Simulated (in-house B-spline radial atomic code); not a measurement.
A fraction x of an electron is added to 5p in I, starting from [Kr] 4d10 5s2 5p5 and keeping the highest spin. All numbers are computed (scalar-relativistic (X2C) TPSS, spin-polarised, spherical fractional occupations; Fermi nucleus of rms radius 4.75 fm) with an all-electron radial atomic-structure program (B-spline basis), not measured.

```tsv
x	E(x) - E(0) (eV)	5p down level (eV)
0	0.0000	-6.807
0.1	-0.6444	-6.082
0.2	-1.2167	-5.367
0.3	?	?
0.4	-2.1498	-3.971
0.5	?	?
0.6	-2.8085	-2.625
0.7	-3.0382	-1.973
0.8	-3.2036	-1.336
```

Question: What belongs in the row x = 0.3?

Answer: An energy change of -1.7182 eV; 5p down at -4.663 eV.

Question: What belongs in the row x = 0.5?

Answer: An energy change of -2.5128 eV; 5p down at -3.291 eV.

Question: Check Janak's theorem between x = 0.1 and 0.2.

Answer: The slope of the energy is -5.72 eV; the orbital levels give -5.72 eV (ε of the filling orbital, averaged over the two points).

Question: Up to what added charge does this functional bind the extra electron?

Answer: The highest level rises by about 6.4 eV per electron near x = 0.8 and would reach zero near x = 1, so the anion should be bound or nearly so.
